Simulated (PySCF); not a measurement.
From one molecule to another.

First species: C5H10FOP.
Atom-mapped SMILES: `[CH3:1][O:2][CH2:3][CH2:4]/[P:5]=[C:6](\[CH3:7])[F:8]` (hydrogens: H9, H10, H11 on C1; H12, H13 on C3; H14, H15 on C4; H16, H17, H18 on C7)

Second species: C₃H₇OPSi₂.
Atom-mapped SMILES: `[O:1]=[CH:2][C:3]#[C:4][Si@H:5]([SiH3:6])[PH2:7]` (hydrogens: H8 on C2; H9 on Si5; H10, H11, H12 on Si6; H13, H14 on P7)

Levels: CAM-B3LYP/def2-SVPD for dipole moment, HOMO energy, LUMO energy, HOMO–LUMO gap, static isotropic polarisability and electronic spatial extent ⟨r²⟩ about the centre of nuclear charge; TDDFT CAM-B3LYP/def2-SVPD for lowest singlet excitation; TDA CAM-B3LYP/def2-SVPD for lowest triplet excitation (Tamm–Dancoff); GFN2-xTB for rotational constant A and rotational constant C. Geometries: GFN2-xTB. Each species is one conformer at its optimised geometry, gas phase, non-relativistic unless stated. Electronic properties by PySCF.

The conformers computed, where there is a choice (atom-mapped SMILES and torsion angles):
- `[CH3:1][O:2][CH2:3][CH2:4]/[P:5]=[C:6](\[CH3:7])[F:8]`: C1–O2–C3–C4 -71°, O2–C3–C4–P5 -35°, C3–C4–P5–C6 -78°
- `[O:1]=[CH:2][C:3]#[C:4][Si@H:5]([SiH3:6])[PH2:7]`: H–P7–Si5–C4 -30°, H–P7–Si5–C4 63°

| property | column X | column Y |
| --- | --- | --- |
| dipole moment | 2.75 D | 3.38 D |
| HOMO energy | -8.85 eV | -7.90 eV |
| LUMO energy | -1.28 eV | -0.09 eV |
| HOMO–LUMO gap | 7.57 eV | 7.81 eV |
| lowest singlet excitation | 3.80 eV | 5.04 eV |
| lowest triplet excitation (Tamm–Dancoff) | 3.22 eV | 2.58 eV |
| static isotropic polarisability | 126.8 au | 92.8 au |
| electronic spatial extent ⟨r²⟩ about the centre of nuclear charge | 2069 bohr² | 1378 bohr² |
| rotational constant A | 1.760 GHz | 2.960 GHz |
| rotational constant C | 0.527 GHz | 0.901 GHz |

Which column belongs to which species?

Column X is the second species and column Y the first. The first has 18 atoms and 72 electrons, the second 14 and 76.

How does each property change from the first species to the second?

dipole moment -0.63 D; HOMO energy -0.95 eV; LUMO energy -1.19 eV; HOMO–LUMO gap -0.24 eV; lowest singlet excitation -1.24 eV; lowest triplet excitation (Tamm–Dancoff) +0.64 eV; static isotropic polarisability +34.0 au; electronic spatial extent ⟨r²⟩ about the centre of nuclear charge +691 bohr²; rotational constant A -1.200 GHz; rotational constant C -0.374 GHz.

On the first: The 8 singlets span 5.04 to 7.35 eV, and their oscillator strengths add up to 0.31.

On the second: In wavenumbers S1 is 30700 cm⁻¹ (1 eV = 8065.54 cm⁻¹). No computed singlet falls in the visible range (750 to 380 nm, 1.65 to 3.26 eV); S1 lies 0.54 eV above its blue end.
